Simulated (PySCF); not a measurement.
Species: C7H10OSSi.
SMILES with atom numbers: `[CH3:1][C:2](=[S:3])[C:4]1=[CH:5][SiH2:6][O:7][CH:8]=[CH:9][CH2:10]1`

NICS = −σ at a ghost point: NICS(0) at the centroid of the ring atoms, NICS(1) 1 Å to either side along the normal of their mean plane, zz for the tensor component along that normal. Level: GIAO PBE0/pcSseg-1 (PySCF, non-relativistic, gas phase) on the GFN2-xTB geometry, one conformer.

Ring bond lengths (Å), with Mayer bond orders in brackets: C4–C5 1.348 (1.84), C5–Si6 1.885 (0.87), Si6–O7 1.630 (0.92), O7–C8 1.351 (0.96), C8–C9 1.325 (1.85), C9–C10 1.503 (1.02), C10–C4 1.510 (1.05).

Give the NICS values of each ring in ppm.

| ring | type | NICS(0) | NICS(1), two faces | NICS(1)zz, two faces | rms pucker (Å) | centre to ring atoms, mean (Å) |
| --- | --- | --- | --- | --- | --- | --- |
| C4–C5–Si6–O7–C8–C9–C10 | 7-membered ring with O and Si; formal bonds 2 double, 5 single | 0.8 | -2.4 / -0.9 | 2.4 / 5.1 | 0.34 | 1.65 |

What can be read from them?

- C4–C5–Si6–O7–C8–C9–C10: mean NICS(1)zz 3.7 ppm, deshielded. Si6, C10 have four or more neighbours, so the value isn't read as a sign of a π ring current.

What field does 9.4 T along the ring normal induce along that normal at the second NICS(1) probe listed for ring C4–C5–Si6–O7–C8–C9–C10, 1 Å off the ring?

NICSzz × B0 = 5.1 ppm × 9.4 T = 48 μT, along the applied field.

The run took 63 s of wall time on an Arm Neoverse V2 with one thread, no GPU, shared host, and the process peaked at 1.1 GiB of memory. This is the whole shielding run at PBE0/pcSseg-1, SCF included.

Shape of the structure used: `[CH3:1][C:2](=[S:3])[C:4]1=[CH:5][SiH2:6][O:7][CH:8]=[CH:9][CH2:10]1`: C1–C2–C4–C5 9°.
